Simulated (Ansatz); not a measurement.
Total energies of the cluster Sn₂H₄⁺ from Ansatz at r2SCAN-D4/def2-TZVP, gas phase (1 Eh = 27.2114 eV = 2625.5 kJ/mol). The reference geometry is relaxed at B3LYP-D4/def2-TZVP.

Cartesian coordinates in Å:
```
Sn -0.781 0.982 0.534
Sn 0.780 -0.982 -0.534
H -2.453 0.952 0.242
H 2.449 -0.954 -0.224
H 0.071 -2.477 -0.917
H -0.066 2.479 0.899
```

| state | geometry | energy (Eh) |
| --- | --- | --- |
| charge 1 doublet | reference | -430.84351 |
| charge 0 singlet | reference | -431.10516 |
| charge 1 quartet | relaxed at B3LYP-D4/def2-TZVP | -430.77619 |

In the def2 sets Sn takes a core potential; there is no spin–orbit coupling.

(1) Work out the vertical electron affinity, to the singlet.

(2) Which of the charge 1 states is lowest, and how far above it are the others?

(1) E(charge 1 doublet) − E(charge 0 singlet) = -430.84351 − (-431.10516) = 0.26165 Eh = 7.12 eV.

(2) The doublet. quartet: -430.77619 − (-430.84351) = 0.06732 Eh = 176.7 kJ/mol. The quartet differs in its bonds from the reference.

The structure comes from a short search, and lower isomers may exist.
